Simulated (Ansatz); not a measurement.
Cartesian coordinates (Å):
SMILES: C/N=C(/N)O
```xyz
11

C     -1.5638     0.4386     0.3724
N     -0.1886     0.8356     0.1620
C      0.6821    -0.0868     0.0780
N      1.9967     0.1623    -0.2193
O      0.4792    -1.4309     0.2088
H     -1.7186    -0.0928     1.3262
H     -2.1920     1.3289     0.4078
H     -1.9576    -0.1971    -0.4369
H      2.6595    -0.5146     0.1231
H      2.2595     1.1275    -0.1046
H     -0.4564    -1.5706     0.4037
```
Charge 0, spin multiplicity 1.

Computed with frozen-core CCSD(T)/cc-pVTZ // r2SCAN-D4/def2-TZVP run with Ansatz (a first-principles code).

```json
{
  "HF energy": "-263.08496 Ha",
  "MP2 correlation energy": "-0.98797 Ha"
}
```

Problem. Estimate the CCSD correlation energy, the (T) correction, the total energy and the T1 diagnostic.

Solution. 
The CCSD correlation energy is -1.01128 Ha and the (T) correction is -0.04291 Ha. The CCSD(T) total energy is -264.13914 Ha and the T1 diagnostic comes out as 0.012.
